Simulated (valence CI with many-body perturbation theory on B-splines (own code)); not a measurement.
E1 transitions of Ce⁴⁵⁺

Computed by configuration interaction combined with many-body perturbation theory (CI+MBPT): three valence electrons over a frozen Dirac-Fock core [Ne], radial functions for each j: 11 s, 11 p, 9 d, 7 f, 5 g, 2 h, 1 i, with the one-electron correlation potential Σ1, the two-electron term Σ2, the three-electron term Σ3, Breit, model QED; selected CI, second order for the rest (own B-spline code, finite nucleus).

No measured spectrum was set against this ion. As an estimate, large intervals hold to a few tenths of a per cent, small ones and those within an open d or f shell to about a per cent.

Lines 101 to 150 of 275 in falling wavelength, among levels below 5725.4 × 10³ cm⁻¹, chosen from the strongest by gf and those to the six lowest levels. Wavelengths and rates use the calculated energies. Electric multipoles are in the length gauge, E1 and E2 with the static RPA response of the core. Weak lines are less certain than strong ones. Lines between different terms over intervals too small for the method are left out, as are lines whose strength nearly cancels. The highest levels of a list are the least certain.

Levels are named by their leading jj configuration (3d3/2^4 stands for four electrons in 3d with j = 3/2), which in mixed levels can hold well under half, so a name can repeat and another be missing. Letters in brackets count levels of one name in rising energy.

```
λ vac (nm)                          Upper                       Lower   A (s⁻¹)  S (a.u.) with core polarisation  S without
     5.900     (3s 3p1/2 3d5/2) J=5/2 [b]  (3s 3p1/2 3p3/2) J=3/2 [a]  9.10e+09                         5.53e-03   5.63e-03
     5.895  (3p1/2 3p3/2 3d3/2) J=5/2 [b]      (3s 3p1/2 3d5/2) J=3/2  2.68e+10                         1.62e-02   1.65e-02
     5.815         (3s 3p1/2 3d5/2) J=3/2  (3s 3p1/2 3p3/2) J=3/2 [a]  5.34e+10                         2.07e-02   2.11e-02
     5.745  (3p1/2 3p3/2 3d5/2) J=7/2 [a]  (3s 3p1/2 3d5/2) J=5/2 [b]  2.07e+10                         1.55e-02   1.58e-02
     5.670     (3s 3p3/2 3d5/2) J=5/2 [a]          (3s^2 3d5/2) J=5/2  1.38e+11                         7.46e-02   7.60e-02
     5.647     (3s 3p3/2 3d5/2) J=3/2 [b]          (3s 3p3/2^2) J=5/2  8.34e+10                         2.96e-02   3.02e-02
     5.595     (3s 3p3/2 3d5/2) J=5/2 [b]          (3s 3p3/2^2) J=5/2  9.76e+10                         5.06e-02   5.16e-02
     5.593  (3p1/2 3p3/2 3d5/2) J=3/2 [a]      (3s 3p1/2 3d5/2) J=3/2  1.42e+11                         4.90e-02   4.99e-02
     5.549             (3s 3p3/2^2) J=5/2          (3s^2 3p3/2) J=3/2  2.08e+11                         1.06e-01   1.07e-01
     5.538          (3p1/2 3p3/2^2) J=3/2      (3s 3p1/2 3p3/2) J=1/2  2.56e+11                         8.58e-02   8.73e-02
     5.533  (3p1/2 3p3/2 3d5/2) J=7/2 [a]      (3s 3p1/2 3d5/2) J=7/2  2.09e+10                         1.40e-02   1.43e-02
     5.455          (3p1/2 3p3/2^2) J=5/2  (3s 3p1/2 3p3/2) J=3/2 [b]  1.71e+11                         8.22e-02   8.37e-02
     5.451  (3p1/2 3p3/2 3d5/2) J=5/2 [a]  (3s 3p1/2 3d5/2) J=5/2 [b]  1.33e+11                         6.37e-02   6.48e-02
     5.445     (3s 3p3/2 3d5/2) J=3/2 [a]          (3s^2 3d5/2) J=5/2  5.50e+10                         1.75e-02   1.79e-02
     5.438     (3s 3p3/2 3d5/2) J=7/2 [a]          (3s^2 3d5/2) J=5/2  8.77e+10                         5.57e-02   5.67e-02
     5.434     (3s 3p3/2 3d3/2) J=3/2 [b]          (3s^2 3d3/2) J=3/2  1.34e+11                         4.23e-02   4.31e-02
     5.424  (3p1/2 3p3/2 3d3/2) J=5/2 [a]      (3s 3p1/2 3d3/2) J=5/2  5.94e+10                         2.81e-02   2.86e-02
     5.405  (3p1/2 3p3/2 3d3/2) J=5/2 [b]  (3s 3p1/2 3d5/2) J=5/2 [a]  2.43e+10                         1.14e-02   1.16e-02
     5.375      (3p1/2 3p3/2 3d5/2) J=9/2      (3s 3p1/2 3d5/2) J=7/2  1.27e+11                         9.71e-02   9.89e-02
     5.349  (3p1/2 3p3/2 3d5/2) J=7/2 [a]  (3s 3p1/2 3d5/2) J=5/2 [a]  1.91e+11                         1.15e-01   1.18e-01
     5.345          (3p1/2 3p3/2^2) J=3/2  (3s 3p1/2 3p3/2) J=3/2 [b]  9.24e+10                         2.78e-02   2.84e-02
     5.289  (3p1/2 3p3/2 3d3/2) J=3/2 [a]      (3s 3p1/2 3d3/2) J=5/2  7.45e+10                         2.18e-02   2.22e-02
     5.274  (3p1/2 3p3/2 3d3/2) J=3/2 [b]  (3s 3p1/2 3d3/2) J=3/2 [b]  3.54e+10                         1.03e-02   1.04e-02
     5.259  (3p1/2 3p3/2 3d3/2) J=5/2 [b]  (3s 3p1/2 3d3/2) J=3/2 [b]  1.61e+11                         6.93e-02   7.06e-02
     5.259  (3p1/2 3p3/2 3d5/2) J=5/2 [a]      (3s 3p1/2 3d5/2) J=7/2  4.72e+10                         2.03e-02   2.07e-02
     5.238  (3p1/2 3p3/2 3d5/2) J=7/2 [b]  (3s 3p1/2 3d5/2) J=5/2 [b]  2.71e+10                         1.54e-02   1.57e-02
     5.233                (3p3/2^3) J=3/2          (3s 3p3/2^2) J=3/2  6.88e+11                         1.95e-01   1.98e-01
     5.229  (3p1/2 3p3/2 3d3/2) J=3/2 [b]      (3s 3p1/2 3d3/2) J=1/2  5.30e+10                         1.50e-02   1.52e-02
     5.220  (3p1/2 3p3/2 3d3/2) J=5/2 [a]  (3s 3p1/2 3d3/2) J=3/2 [a]  6.80e+10                         2.87e-02   2.92e-02
     5.209      (3p1/2 3p3/2 3d3/2) J=7/2      (3s 3p1/2 3d3/2) J=5/2  1.91e+11                         1.07e-01   1.09e-01
     5.207     (3s 3p1/2 3p3/2) J=3/2 [b]          (3s^2 3p1/2) J=1/2  1.39e+11                         3.86e-02   3.93e-02
     5.187          (3p1/2^2 3p3/2) J=3/2          (3s 3p1/2^2) J=1/2  8.09e+10                         2.23e-02   2.27e-02
     5.162          (3p1/2 3p3/2^2) J=1/2  (3s 3p1/2 3p3/2) J=3/2 [b]  3.07e+11                         4.16e-02   4.24e-02
     5.155     (3s 3p3/2 3d5/2) J=7/2 [b]          (3s^2 3d5/2) J=5/2  1.74e+11                         9.41e-02   9.59e-02
     5.150  (3p1/2 3p3/2 3d5/2) J=3/2 [a]  (3s 3p1/2 3d5/2) J=5/2 [a]  7.92e+10                         2.14e-02   2.18e-02
     5.143  (3p1/2 3p3/2 3d3/2) J=1/2 [b]      (3s 3p1/2 3d3/2) J=1/2  1.24e+11                         1.67e-02   1.70e-02
     5.121                (3p3/2^3) J=3/2          (3s 3p3/2^2) J=1/2  1.73e+11                         4.58e-02   4.67e-02
     5.095  (3p1/2 3p3/2 3d3/2) J=3/2 [a]  (3s 3p1/2 3d3/2) J=3/2 [a]  1.46e+11                         3.81e-02   3.88e-02
     5.083     (3s 3p3/2 3d3/2) J=5/2 [b]          (3s^2 3d3/2) J=3/2  6.26e+11                         2.44e-01   2.48e-01
     5.081          (3p1/2 3p3/2^2) J=5/2      (3s 3p1/2 3p3/2) J=5/2  7.64e+10                         2.97e-02   3.02e-02
     5.078      (3p1/2 3p3/2 3d5/2) J=1/2      (3s 3p1/2 3d5/2) J=3/2  7.64e+10                         9.87e-03   1.01e-02
     5.063     (3s 3p3/2 3d5/2) J=3/2 [a]          (3s^2 3d3/2) J=3/2  8.52e+10                         2.18e-02   2.22e-02
     5.060  (3p1/2 3p3/2 3d5/2) J=7/2 [b]      (3s 3p1/2 3d5/2) J=7/2  5.76e+10                         2.95e-02   3.00e-02
     5.051  (3p1/2 3p3/2 3d3/2) J=1/2 [a]  (3s 3p1/2 3d3/2) J=3/2 [a]  2.92e+11                         3.72e-02   3.78e-02
     5.035         (3s 3p1/2 3p3/2) J=1/2          (3s^2 3p1/2) J=1/2  4.83e+11                         6.09e-02   6.20e-02
     5.035     (3s 3p3/2 3d3/2) J=1/2 [b]          (3s^2 3d3/2) J=3/2  5.23e+11                         6.59e-02   6.72e-02
     5.025             (3s 3p3/2^2) J=1/2          (3s^2 3p3/2) J=3/2  3.45e+11                         4.33e-02   4.41e-02
     4.985          (3p1/2 3p3/2^2) J=3/2      (3s 3p1/2 3p3/2) J=5/2  3.24e+10                         7.92e-03   8.07e-03
     4.972  (3p1/2 3p3/2 3d5/2) J=3/2 [b]  (3s 3p1/2 3d5/2) J=5/2 [b]  1.76e+11                         4.26e-02   4.34e-02
     4.929  (3p1/2 3p3/2 3d3/2) J=5/2 [a]       (3p1/2^2 3p3/2) J=3/2  2.67e+10                         9.47e-03   9.64e-03
```
